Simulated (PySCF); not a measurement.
A species of formula C3H10GeOSi has this rotational fingerprint, computed with PBE0-D3(BJ)/def2-SVP geometry optimisation, gas phase in PySCF:

```
Rotational constants : A = 5568, B = 758.5, C = 695.1 MHz
Dipole components    : |μa| = 0.41 D, |μb| = 1.13 D, |μc| = 0.72 D
Inertial defect      : -30.03 u·Å²
κ                    : -0.97
```

Problem. Which structure is it? (One computed conformer of each.)
A. `[GeH3:1][O:2][C@H:3]1[CH2:4][CH2:5][SiH2:6]1` with Ge1–O2–C3–C4 77°, O2–C3–C4–C5 150°, C3–C4–C5–Si6 -26°, C4–C5–Si6–C3 21°, O2–C3–Si6–C5 -142°
B. `[SiH3:1][O:2][GeH2:3][CH:4]1[CH2:5][CH2:6]1` with Si1–O2–Ge3–C4 107°, O2–Ge3–C4–C5 31°
C. `[CH2:1]=[CH:2][CH2:3][SiH2:4][O:5][GeH3:6]` with C1–C2–C3–Si4 108°, C2–C3–Si4–O5 56°, C3–Si4–O5–Ge6 -166°
D. `[CH2:1]=[CH:2][GeH2:3][O:4][SiH2:5][CH3:6]` with C1–C2–Ge3–O4 114°, C2–Ge3–O4–Si5 -50°, Ge3–O4–Si5–C6 75°

Solution. A. It is [GeH3][O][C@H]1CC[SiH2]1, a near-prolate asymmetric top, point group C1. The candidates at the same level (rigid rotor, commonest isotopes):

```
                  SMILES  A (MHz)  B (MHz)  C (MHz)  μa (D)  μb (D)  μc (D)  Δ (u·Å²)  point group                        rotor
[GeH3][O][C@H]1CC[SiH2]1     5568    758.5    695.1    0.41    1.13    0.72    -30.03           C1  near-prolate asymmetric top
     C=CC[SiH2][O][GeH3]     4266    668.1    609.0    0.92    0.05    0.10    -45.05           C1  near-prolate asymmetric top
  C=[CH][GeH2][O][SiH2]C     2588     1205    903.0    1.13    1.74    0.08    -55.11           C1               asymmetric top
 [SiH3][O][GeH2][CH]1CC1     2585     1331    980.8    1.44    0.23    0.63    -60.00           C1               asymmetric top
```

`C=[CH][GeH2][O][SiH2]C` has B 59 % too high; `C=CC[SiH2][O][GeH3]` has A 23 % too low; `[SiH3][O][GeH2][CH]1CC1` has B 75 % too high. No structure here is proved a minimum.
